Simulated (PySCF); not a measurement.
## Working out the ionisation energy of Rh²⁺

Rh²⁺ [Kr] 4d7 (4F) → Rh³⁺ [Kr] 4d6 (5D). Computed with PySCF 2.14 in def2-TZVPPD with the def2 core potential (28 electrons) (6s4p3d2f1g, 56 functions), with a scalar-relativistic core potential. Frozen: nothing. Energies in hartree (1 hartree = 27.21139 eV):

```csv
part,Rh²⁺ (lower),Rh³⁺ (upper)
UHF,-108.919424,-107.837963
MP2 opposite-spin,-0.290987,-0.258010
MP2 same-spin,-0.133941,-0.123772
```

Task: What does Hartree-Fock give?

Result: (-107.837963) − (-108.919424) = 1.081461 hartree = 29.428 eV.

Task: What do MP2 and SCS-MP2 (6/5 opposite-spin, 1/3 same-spin) give?

Result: The opposite-spin parts differ by 0.897 eV and the same-spin parts by 0.277 eV. MP2: 29.428 + (0.897) + (0.277) = 30.602 eV. SCS-MP2: 29.428 + 1.2 × (0.897) + (0.277)/3 = 30.597 eV.

Reference: 31.06 eV (semi-empirical (NIST evaluation); NIST Atomic Spectra Database, ionization energies), between the lowest levels; spin-orbit coupling is absent from the calculation.

What remains against the reference includes basis incompleteness and correlation beyond second order.
